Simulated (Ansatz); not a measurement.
One change: `BN[SiH](C)Cl` becomes `C[SiH](Cl)[SnH3]`.

Ansatz, PBE0-D4/def2-TZVP geometries, multiplicity 1. Each molecule was computed in one conformer, which needn't be the lowest.

Elements past krypton have def2 core potentials.

| property | `BN[SiH](C)Cl` |
| --- | --- |
| HOMO energy (ωB97M-V/def2-TZVPP) / eV | -10.92 |
| HOMO–LUMO gap (ωB97M-V/def2-TZVPP) / eV | 12.37 |
| LUMO energy (PBE0/def2-TZVPP) / eV | -0.40 |
| size of the dipole moment (ωB97M-V/def2-TZVPP) / D | 1.16 |
| LUMO energy (B3LYP/def2-TZVPP) / eV | -0.62 |
| size of the dipole moment (PBE/def2-TZVPP) / D | 1.12 |

Question: Give the same properties after the change, and the shifts. (Estimate.)

Answer: The calculation gave: 
```tsv
property	`C[SiH](Cl)[SnH3]`	shift
HOMO energy (ωB97M-V/def2-TZVPP) / eV	-9.65	1.27
HOMO–LUMO gap (ωB97M-V/def2-TZVPP) / eV	11.03	-1.34
LUMO energy (PBE0/def2-TZVPP) / eV	-0.28	0.12
size of the dipole moment (ωB97M-V/def2-TZVPP) / D	1.72	0.56
LUMO energy (B3LYP/def2-TZVPP) / eV	-0.46	0.16
size of the dipole moment (PBE/def2-TZVPP) / D	1.69	0.57
```

With PBE0 the HOMO rises by 1.01 eV and the LUMO rises by 0.12 eV, so the gap narrows by about 0.89 eV. PBE moves the HOMO by 0.79 eV and ωB97M-V by 1.27 eV. Dipoles are sizes alone; their direction can turn.

B3LYP here is the variant with VWN-RPA as its local correlation; programs differ in this.
